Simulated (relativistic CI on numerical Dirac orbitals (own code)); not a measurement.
Ca6+: sensitivity of the levels to the model

Base calculation: Dirac-Coulomb-Breit CI, orbitals from a KLI potential per configuration, model QED (radiative potential, 1s self-energy scaled to tabulated hydrogen-like ionisation energies), unscaled Slater integrals.

CI space (outside the closed core [Ne]): 3s2 3p2, 3s 3p3, 3s2 3p 3d, 3p4, 3s 3p2 3d, 3p3 3d, 3s2 3p 4s, 3s 3p 3d2, 3s2 3p 4p, 3s2 3p 4d, 3s2 3p 4f, 3s 3p2 4s, 3s2 3p 5s, 3s 3p2 4p, 3s2 3p 5p, 3s2 3p 5d, 3s 3p2 4d, 3s2 3p 5f, 3s2 3p 5g, 3s2 3p 6s, 3s 3p2 4f, 3s2 3d 4p, 3s2 3p 6p, 3s2 3p 6d, 3p3 4s, 3s 3p2 5s, 3s 3p2 5p, 3s 3p 3d 4s, 3p3 4p, 3s 3p2 5d, 3s 3p2 5f, 3s 3p2 5g, 3s2 3d2, 3s 3d3, 3p2 3d2, 3p 3d3, 3p 3d2 4s, 3p 3d2 4p, 3p 3d2 4d, 3s2 3d 4s, 3s 3d2 4s, 3s 3p 3d 4p, 3s 3d2 4p, 3s 3d 4s 4p, 3s 3d 4p2, 3s 3d 4p 4d. Double excitations out of closed p, d and f shells are left out; levels of such configurations are missing from the list, as are those of other unlisted configurations, and high levels can miss mixing partners. These lack a partner that the ground configuration has and come out too high: 3s 3p2 4d, 3s 3p2 4f, 3s 3p2 5s, 3s 3p2 5p, 3s 3p2 5d.

The lowest level and the first level of each name with at least 55 % of one term (blank where a level has no safe partner in the second run):

| Level | Base (cm⁻¹) | Shift (cm⁻¹) |
| --- | --- | --- |
| 3s2 3p2 3P_0 | 0.0 | 0.0 |
| 3s2 3p2 3P_1 | 1581.4 | 0.0 |
| 3s2 3p2 3P_2 | 4021.6 | +0.2 |
| 3s2 3p2 1D_2 | 23918.1 | +6.2 |
| 3s2 3p2 1S_0 | 52837.2 | +1.9 |
| 3s 3p3 5S°_2 | 110770.2 | +180.6 |
| 3s 3p3 3D°_1 | 159770.3 | +110.4 |
| 3s 3p3 3D°_2 | 159843.1 | +110.5 |
| 3s 3p3 3D°_3 | 160145.8 | +110.5 |
| 3s 3p3 3P°_0 | 186658.5 | +108.1 |
| 3s 3p3 3P°_1 | 186687.5 | +107.9 |
| 3s 3p3 3P°_2 | 186692.0 | +107.3 |
| 3s2 3p 3d 3F°_2 | 250674.4 | +97.4 |
| 3s 3p3 3S°_1 | 251799.1 | +156.5 |

At this charge configurations can still be misplaced by up to about 7 % of their energy. 21 of the 21 excited levels that our extract of the measured tables holds in this range could be paired (the sources list more); they are missed by 3268 cm⁻¹ on average and 9827 at most, and levels without a partner can miss by more.

**Question.** One thing was changed in a second run, which moved the levels as shown. Which?
A. one mean potential for all configurations
B. Breit term removed
C. configuration mixing switched off
D. QED terms removed
E. valence Slater integrals scaled by 0.9

**Answer.** A. One mean potential for all configurations. One potential for all configurations removes the relaxation of the orbitals, which moves whole configurations and changes the integrals a little.

LS names give the leading component of a level, which can be under half, so a name can repeat, a term be missing and a line seem to break the LS rules.
